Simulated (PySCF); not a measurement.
## How methods differ on the ionisation energy of Re⁺

Re⁺ [Xe] 4f14 5d5 6s1 (7S) → Re²⁺ [Xe] 4f14 5d5 (6S), as a difference of total energies. Calculation: PySCF 2.14, in x2c-TZVPPall; the spin-free X2C one-electron Hamiltonian (Gaussian nucleus). The calculations carry no spin-orbit coupling.

```json
{"method": "UHF", "ionisation energy (eV)": "15.761"}
{"method": "BLYP", "ionisation energy (eV)": "16.954"}
{"method": "wB97X", "ionisation energy (eV)": "16.160"}
{"method": "wB97X-V", "ionisation energy (eV)": "16.394"}
```

For comparison: 16.6 ± 0.5 eV (semi-empirical (NIST evaluation); NIST Atomic Spectra Database, ionization energies).
